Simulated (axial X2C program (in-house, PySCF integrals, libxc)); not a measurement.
Potential curves of TiSi⁻, scalar-relativistic

Computed with an in-house all-electron X2C program for linear molecules (integrals from PySCF). Spin-free means the one-electron spin-free X2C Hamiltonian. Basis: Ti dyall-acv3z [11s11p7d4f2g], Si dyall-av3z [9s8p3d2f] (cores contracted in-house); Gaussian nuclei, density fitting, unrestricted open shells. Masses: Ti 47.948 u, Si 27.977 u.

State: M_S = 1/2, Λ = 0 (beyond evenly filled blocks: σα). Energies in cm⁻¹ from the fragments at the same level (Ti + Si-). Fits are polynomials in 1 − R0/R over 0.85 to 1.23 times the lowest point R0.

| R (Å) | PBE0 |
| --- | --- |
| 2.1194 | -14206 |
| 2.1893 | -15019 |
| 2.2591 | -15405 |
| 2.3290 | -15492 |
| 2.4105 | -15327 |
| 2.4920 | -14951 |
| 2.5968 | -14234 |

Occupations by symmetry block were frozen at the best pattern of an incomplete PBE0 search. De is counted from the lowest determinant-based energies of the atoms at the same level, without counterpoise correction. PBE0 can misorder states that lie within some tenths of an eV, so this need not be the ground state of the molecule. The nearest other spin-free determinant of the search, M_S = 1/2, Λ = 2, lies 0.17 eV up at the distance of the search. The determinant is spin-polarised beyond a pure state at some levels (its spin-free form has ⟨S²⟩ too high), which makes Re and μ there less reliable.

(1) What are Re, ωe and De at the PBE0 level?

## Answers

(1) At PBE0, spin-free: Re = 2.319 Å, ωe ≈ 295 cm⁻¹, De = 1.92 eV to Ti + Si-; Be follows as 0.177 cm⁻¹.
